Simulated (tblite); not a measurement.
C2H7BrGeSi.
SMILES with atom numbers: `[Br:1][GeH2:2][C@@H:3]1[CH2:4][SiH2:5]1` (hydrogens: H6, H7 on Ge2; H8 on C3; H9, H10 on C4; H11, H12 on Si5)

Computed with GFN2-xTB (tblite), gas phase: L-BFGS steps from a force-field or distance-geometry start until the largest atomic force falls under 0.01 eV/Å.

Step 13: E = -423.9276 eV
```
atom  x, y, z in Å  |  force x, y, z in eV/Å
Br1    -1.5964   -1.8324    1.5770    0.029  -0.043   0.003
Ge2    -1.7865   -0.1249    0.0823    0.013   0.041  -0.008
C3     -0.0117    0.5005   -0.4588   -0.015   0.093   0.007
C4      1.1294   -0.4574   -0.8403   -0.005  -0.007  -0.022
Si5     1.4687    0.5079    0.7351   -0.122   0.065  -0.042
H6     -2.5231    0.9624    0.8514   -0.034  -0.045  -0.048
H7     -2.7337   -0.6827   -0.9741    0.056   0.029  -0.009
H8     -0.0987    1.3490   -1.1354   -0.017  -0.051   0.112
H9      1.6312   -0.2144   -1.7663    0.023  -0.036  -0.045
H10     0.9263   -1.5180   -0.7703   -0.051  -0.037   0.021
H11     2.2609    1.7188    0.6888    0.104   0.019  -0.041
H12     1.3349   -0.2094    1.9844    0.017  -0.028   0.072
```

Step 14: E = -423.9298 eV
```
atom  x, y, z in Å  |  force x, y, z in eV/Å
Br1    -1.5955   -1.8366    1.5722    0.035  -0.040   0.009
Ge2    -1.7843   -0.1253    0.0823   -0.059   0.058  -0.006
C3     -0.0110    0.5012   -0.4593   -0.044   0.089   0.055
C4      1.1282   -0.4578   -0.8399   -0.015  -0.011  -0.024
Si5     1.4669    0.5113    0.7334   -0.068   0.042  -0.015
H6     -2.5334    0.9604    0.8490    0.003  -0.072  -0.062
H7     -2.7321   -0.6853   -0.9749    0.073   0.035  -0.006
H8     -0.0944    1.3526   -1.1289   -0.036  -0.012   0.052
H9      1.6250   -0.2173   -1.7688    0.047  -0.038  -0.052
H10     0.9210   -1.5173   -0.7673   -0.042  -0.046   0.021
H11     2.2716    1.7129    0.6900    0.102   0.042  -0.055
H12     1.3392   -0.1996    1.9861    0.005  -0.048   0.083
```

Step 15: E = -423.9319 eV
```
atom  x, y, z in Å  |  force x, y, z in eV/Å
Br1    -1.5939   -1.8415    1.5672    0.037  -0.023   0.004
Ge2    -1.7832   -0.1246    0.0820   -0.103   0.044   0.004
C3     -0.0109    0.5032   -0.4584   -0.057   0.048   0.085
C4      1.1266   -0.4583   -0.8401   -0.031  -0.003  -0.012
Si5     1.4642    0.5156    0.7320    0.013   0.014   0.032
H6     -2.5438    0.9569    0.8456    0.024  -0.078  -0.061
H7     -2.7293   -0.6875   -0.9758    0.081   0.036  -0.011
H8     -0.0908    1.3562   -1.1218   -0.056   0.044  -0.018
H9      1.6194   -0.2209   -1.7723    0.049  -0.043  -0.034
H10     0.9147   -1.5173   -0.7640   -0.030  -0.029   0.018
H11     2.2845    1.7078    0.6902    0.078   0.036  -0.067
H12     1.3437   -0.1904    1.9894   -0.004  -0.046   0.061
```

Step 16: E = -423.9339 eV
```
atom  x, y, z in Å  |  force x, y, z in eV/Å
Br1    -1.5919   -1.8465    1.5630    0.035   0.002  -0.009
Ge2    -1.7840   -0.1234    0.0820   -0.095   0.007   0.012
C3     -0.0120    0.5060   -0.4563   -0.046   0.005   0.085
C4      1.1244   -0.4588   -0.8405   -0.049   0.013   0.009
Si5     1.4620    0.5197    0.7312    0.085  -0.013   0.065
H6     -2.5528    0.9525    0.8413    0.022  -0.060  -0.040
H7     -2.7250   -0.6885   -0.9769    0.074   0.030  -0.028
H8     -0.0887    1.3603   -1.1155   -0.072   0.078  -0.063
H9      1.6154   -0.2250   -1.7758    0.031  -0.047   0.005
H10     0.9086   -1.5178   -0.7606   -0.018   0.006   0.013
H11     2.2974    1.7038    0.6889    0.042   0.012  -0.073
H12     1.3478   -0.1831    1.9932   -0.009  -0.033   0.025
```

Question: Estimate the geometry and energy of step 17. (The exact step hangs on the optimiser's Hessian estimate; all steps are aligned on step 16, rigid shifts and turns removed.)

Answer: E = -423.9357 eV, largest force 0.145 eV/Å
```
atom  x, y, z in Å  |  force x, y, z in eV/Å
Br1    -1.5890   -1.8511    1.5593    0.029   0.027  -0.024
Ge2    -1.7865   -0.1223    0.0824   -0.038  -0.035   0.012
C3     -0.0140    0.5092   -0.4532   -0.015  -0.011   0.061
C4      1.1215   -0.4588   -0.8405   -0.059   0.031   0.033
Si5     1.4611    0.5232    0.7314    0.124  -0.038   0.065
H6     -2.5603    0.9474    0.8364    0.000  -0.025  -0.005
H7     -2.7193   -0.6884   -0.9788    0.054   0.015  -0.052
H8     -0.0884    1.3653   -1.1105   -0.079   0.071  -0.069
H9      1.6127   -0.2297   -1.7787   -0.001  -0.046   0.052
H10     0.9026   -1.5181   -0.7571   -0.011   0.044   0.010
H11     2.3098    1.7002    0.6860    0.007  -0.016  -0.074
H12     1.3512   -0.1775    1.9971   -0.012  -0.017  -0.009
```

The energy changes by -0.0018 eV. The first-order estimate −F·Δx gives -0.0025 eV and the mean of the old and new forces, exact on a quadratic surface, -0.0018 eV. The step makes an angle of 68° with the force vector and moves no atom by more than 0.013 Å.

The cost below is that of the whole relaxation. On an Arm Neoverse V1 with one thread, shared host with 32 logical CPUs at a one-minute load of 24, this took 0.3 s wall.
